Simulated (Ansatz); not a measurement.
Pulling on the Si2–H4 bond in Cl2H2Si (SMILES Cl[SiH2]Cl) (multiplicity 1 held, fragments rigid). Energies count from the point at 1.470 Å.
Geometry at that point (charge 0, multiplicity 1):
```xyz
5

Cl    -1.6761     0.4337    -0.0037
Si    -0.0115    -0.7660     0.0237
Cl     1.6883     0.3828    -0.0216
H     -0.0165    -1.5412     1.2727
H     -0.0307    -1.6168    -1.1749
```

R- and RO- levels are restricted; in cc, def2 and unpolarised 6-31G sets they are followed outwards from rest. U- levels take the lowest unrestricted solution at each point, which mixes spins at long bonds. Active spaces are followed from a long bond inwards. Curves can end on different states.

Frozen-core correlation.

Programs: Ansatz (Gaussian orbitals). Each number belongs to the level named beside it.

Energies in kcal/mol.

```csv
R (Å),R-SCS-MP2/cc-pV(D+d)Z,U-CCSD/cc-pV(D+d)Z,"SC-NEVPT2 on CASSCF(2,2)/cc-pV(D+d)Z","FIC-MRCISD+Q on CASSCF(2,2)/cc-pV(D+d)Z"
1.176,30.5,30.5,32.1,30.6
1.323,6.0,6.1,7.0,6.2
1.470,0.0,0.0,0.0,0.0
1.617,4.0,3.8,3.0,3.7
1.764,13.2,12.7,11.1,12.5
1.985,31.0,29.7,27.0,29.1
2.205,49.3,47.0,42.9,45.7
2.573,76.2,71.3,64.3,67.8
2.940,96.2,85.6,77.6,81.3
3.381,111.3,91.1,85.1,88.9
3.969,118.3,92.4,88.2,92.1
4.704,110.8,92.7,89.0,92.8
```

Doubts at one or more of the structures used: a restricted determinant that unrestricted orbitals would lower (R-SCS-MP2/cc-pV(D+d)Z); a spin-contaminated determinant (U-CCSD/cc-pV(D+d)Z); T1 above 0.05 (U-CCSD/cc-pV(D+d)Z).

Ansatz is a quantum-chemistry and plane-wave program.
